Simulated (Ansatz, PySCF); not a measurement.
CH₉FOSi₃, SMILES O([SiH2][SiH2]C)[SiH2]F.

Geometry optimised at r2SCAN-D4/def2-SVP. The structure was generated by enumeration, and PubChem lists no compound with its InChIKey, so it may never have been made. The values are those of a single conformer.

Vertical ionisation energy (IE) and electron affinity (EA) in eV. Rows of orbital energies are one-electron estimates. Where ΔSCF, EOM or ADC give a negative EA the extra electron is unbound and the value depends on the basis.

| level | IE | EA |
|---|---|---|
| −ε(HOMO), −ε(LUMO), B3LYP/def2-TZVP (PySCF) | 7.60 | 0.63 |
| −ε(HOMO), −ε(LUMO), PBE/def2-TZVP (PySCF) | ___ | ___ |
| ΔSCF, CAM-B3LYP/def2-SVPD (Ansatz), final states of multiplicity 2 and 2 | 9.84 | -1.12 |
| ΔSCF, PBE/def2-SVPD (Ansatz), final states of multiplicity 2 and 2 | 9.38 | -0.70 |

### Question
Fill in the missing entries. (The exact figures need the calculation; the answer reports its results.)

### Answer

- −ε(HOMO), −ε(LUMO), PBE/def2-TZVP (PySCF), IE: 6.63
- −ε(HOMO), −ε(LUMO), PBE/def2-TZVP (PySCF), EA: 1.31

### Question
What vertical singlet–triplet gap does ΔSCF give with CAM-B3LYP/def2-SVPD (Ansatz, an electronic-structure program) and with PBE/def2-SVPD (Ansatz)? (An estimate is asked for; the answer gives what the named calculation found.)

### Answer
5.77 and 5.13 eV (triplet above singlet where positive).
